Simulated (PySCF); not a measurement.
PySCF input file for TlCl, SMILES [Cl][Tl], TDA-PBE/def2-TZVPD. The structure is a stationary point at B3LYP-D3(BJ)/def2-TZVP. The def2 effective core potentials stand for the cores of Tl; spin–orbit coupling is left out.

```python
import numpy as np
from pyscf import gto, scf, dft, tdscf

mol = gto.M(
    atom='''
    Tl    0.00000000    0.00000000   -0.43926088
    Cl    0.00000000    0.00000000    2.09294889
    ''',
    basis='def2-TZVPD',
    ecp={'Tl': 'def2-tzvp'},
    charge=0,
    spin=0,
    symmetry=True,
    symmetry_subgroup='C2v',
    max_memory=1600,
    verbose=4,
)
mf = dft.RKS(mol, xc='pbe').density_fit(auxbasis='def2-universal-jkfit')
mf.grids.level = 3
mf.conv_tol = 1e-9
mf.max_cycle = 100
mf.kernel()
mf.grids = dft.Grids(mol).set(level=1).build(with_non0tab=True)  # coarser grid for the response kernel
td = tdscf.TDA(mf)
td.singlet = True
td.nstates = 10
td.conv_tol = 1e-4
td.positive_eig_threshold = 1e-6
td.kernel(x0=td.get_init_guess(mf, 15))
td.analyze()
tt = tdscf.TDA(mf)
tt.singlet = False
tt.nstates = 4
tt.conv_tol = 1e-4
tt.positive_eig_threshold = 1e-6
tt.kernel(x0=tt.get_init_guess(mf, 9))
tt.analyze(verbose=3)
```

Program output:

```
PySCF version 2.14.0

[INPUT] verbose = 4
[INPUT] num. atoms = 2
[INPUT] num. electrons = 38
[INPUT] charge = 0
[INPUT] spin (= nelec alpha-beta = 2S) = 0
[INPUT] symmetry True subgroup C2v
[INPUT] Mole.unit = angstrom
[INPUT] Symbol           X                Y                Z      unit          X                Y                Z       unit  Magmom
[INPUT]  1 Tl     0.000000000000   0.000000000000  -0.439260880000 AA    0.000000000000   0.000000000000  -0.830082760435 Bohr   0.0
[INPUT]  2 Cl     0.000000000000   0.000000000000   2.092948890000 AA    0.000000000000   0.000000000000   3.955100194812 Bohr   0.0

nuclear repulsion = 74.6052979246028
point group symmetry = Coov, use subgroup C2v
symmetry origin: [ 0.00000000e+00  0.00000000e+00 -2.89243793e-09]
symmetry axis x: [1. 0. 0.]
symmetry axis y: [0. 1. 0.]
symmetry axis z: [0. 0. 1.]
num. orbitals of irrep A1 = 44
num. orbitals of irrep A2 = 10
num. orbitals of irrep B1 = 24
num. orbitals of irrep B2 = 24
number of shells = 34
number of NR pGTOs = 169
number of NR cGTOs = 102
basis = def2-TZVPD
ecp = {'Tl': 'def2-tzvp'}


[settings echo left out]
init E= -602.496891074212
HOMO (B1) = -0.572089705608897  LUMO (B1) = -0.472058299523903  gap/eV = 2.72199
cycle= 1 E= -632.008901846878  delta_E= -29.5  |g|= 1.72  |ddm|= 9.47
HOMO (A1) = -0.0823306651709042  LUMO (A1) = -0.000753634802622721  gap/eV = 2.21982
cycle= 2 E= -631.129269944866  delta_E= 0.88  |g|= 2.83  |ddm|= 5.71
HOMO (A1) = -0.233775978695832  LUMO (B2) = -0.0841568899189182  gap/eV = 4.07134
cycle= 3 E= -632.659878118783  delta_E= -1.53  |g|= 0.0925  |ddm|= 2.68
HOMO (B2) = -0.238121153062496  LUMO (B1) = -0.0934375387252073  gap/eV = 3.93704
cycle= 4 E= -632.660246973373  delta_E= -0.000369  |g|= 0.0938  |ddm|= 0.21
HOMO (A1) = -0.239732323044791  LUMO (B2) = -0.0920535254386836  gap/eV = 4.01854
cycle= 5 E= -632.661651440694  delta_E= -0.0014  |g|= 0.0219  |ddm|= 0.0934
HOMO (A1) = -0.237369723263726  LUMO (B2) = -0.0917036022395816  gap/eV = 3.96378
cycle= 6 E= -632.661709273267  delta_E= -5.78e-05  |g|= 0.00891  |ddm|= 0.0251
HOMO (A1) = -0.238534393377307  LUMO (B2) = -0.0915912538417079  gap/eV = 3.99853
cycle= 7 E= -632.661732741833  delta_E= -2.35e-05  |g|= 0.00299  |ddm|= 0.0131
HOMO (A1) = -0.238374442887135  LUMO (B2) = -0.0917371002520735  gap/eV = 3.99021
cycle= 8 E= -632.661736143643  delta_E= -3.4e-06  |g|= 0.000438  |ddm|= 0.0033
HOMO (A1) = -0.238377223974823  LUMO (B2) = -0.0917420008909433  gap/eV = 3.99015
cycle= 9 E= -632.6617361893  delta_E= -4.57e-08  |g|= 5.56e-05  |ddm|= 0.000429
HOMO (A1) = -0.23838423325509  LUMO (B2) = -0.0917489669805631  gap/eV = 3.99015
cycle= 10 E= -632.661736190283  delta_E= -9.83e-10  |g|= 6.5e-06  |ddm|= 8.05e-05
HOMO (A1) = -0.238381822234288  LUMO (B2) = -0.0917474532134781  gap/eV = 3.99012
Extra cycle  E= -632.661736190279  delta_E= 3.18e-12  |g|= 7.82e-06  |ddm|= 2.15e-05
converged SCF energy = -632.661736190279
tot grids = 14872
Overwritten attributes  positive_eig_threshold  of <class 'pyscf.tdscf.rks.TDA'>


******** <class 'pyscf.tdscf.rks.TDA'> for <class 'pyscf.df.df_jk.DFSymAdaptedRKS'> ********
nstates = 10 singlet
deg_eia_thresh = 1.000e-03
wfnsym = None
conv_tol = 0.0001
eigh lindep = 1e-12
eigh level_shift = 0
eigh max_cycle = 100


Excitation energies (eV)
[4.07557837 4.13792654 4.13792712 4.21969235 4.21969235 4.68074395
 5.75870861 5.75870861 6.38656009 6.51035888]

** Singlet excitation energies and oscillator strengths **
Excited State   1:   A2      4.07558 eV    304.21 nm  f=0.0000
      17 -> 21        0.50000
      18 -> 20       -0.50000
Excited State   2:   A1      4.13793 eV    299.63 nm  f=0.0000
      17 -> 20        0.49991
      18 -> 21       -0.49991
Excited State   3:   A2      4.13793 eV    299.63 nm  f=0.0000
      17 -> 21       -0.49991
      18 -> 20       -0.49991
Excited State   4:   B2      4.21969 eV    293.82 nm  f=0.0323
      19 -> 21       -0.70255
Excited State   5:   B1      4.21969 eV    293.82 nm  f=0.0323
      19 -> 20       -0.70255
Excited State   6:   A1      4.68074 eV    264.88 nm  f=0.0192
      17 -> 20        0.45600
      18 -> 21        0.45600
      19 -> 22        0.27068
Excited State   7:   B1      5.75871 eV    215.30 nm  f=0.0065
      17 -> 22        0.70607
Excited State   8:   B2      5.75871 eV    215.30 nm  f=0.0065
      18 -> 22        0.70607
Excited State   9:   A1      6.38656 eV    194.13 nm  f=0.2768
      19 -> 22       -0.34516
      19 -> 23        0.58263
      19 -> 31       -0.11194
Excited State  10:   B1      6.51036 eV    190.44 nm  f=0.0650
      17 -> 23        0.70605

** Transition electric dipole moments (AU) **
state          X           Y           Z        Dip. S.      Osc.
  1        -0.0000     -0.0000      0.0000      0.0000      0.0000
  2        -0.0000      0.0000      0.0000      0.0000      0.0000
  3         0.0000      0.0000     -0.0000      0.0000      0.0000
  4        -0.0000     -0.5588     -0.0000      0.3122      0.0323
  5        -0.5588     -0.0000      0.0000      0.3122      0.0323
  6        -0.0000     -0.0000     -0.4092      0.1674      0.0192
  7         0.2147     -0.0000      0.0000      0.0461      0.0065
  8        -0.0000      0.2147     -0.0000      0.0461      0.0065
  9         0.0000     -0.0000     -1.3300      1.7688      0.2768
 10         0.6386     -0.0000      0.0000      0.4078      0.0650

WARN: ECP detected. Skipping calculation of transition velocity and magnetic dipole moments, which have not yet been implemented.



******** <class 'pyscf.tdscf.rks.TDA'> for <class 'pyscf.df.df_jk.DFSymAdaptedRKS'> ********
nstates = 4 triplet
deg_eia_thresh = 1.000e-03
wfnsym = None
conv_tol = 0.0001
eigh lindep = 1e-12
eigh level_shift = 0
eigh max_cycle = 100


Excitation energies (eV)
[3.7623867  3.7623867  3.8939925  3.96666419]

** Triplet excitation energies and oscillator strengths **
Excited State   1:   B2      3.76239 eV    329.54 nm  f=0.0000
Excited State   2:   B1      3.76239 eV    329.54 nm  f=0.0000
Excited State   3:   A1      3.89399 eV    318.40 nm  f=0.0000
Excited State   4:   A1      3.96666 eV    312.57 nm  f=0.0000
```

The run converged.

Cost: around 11 core-seconds (rough).
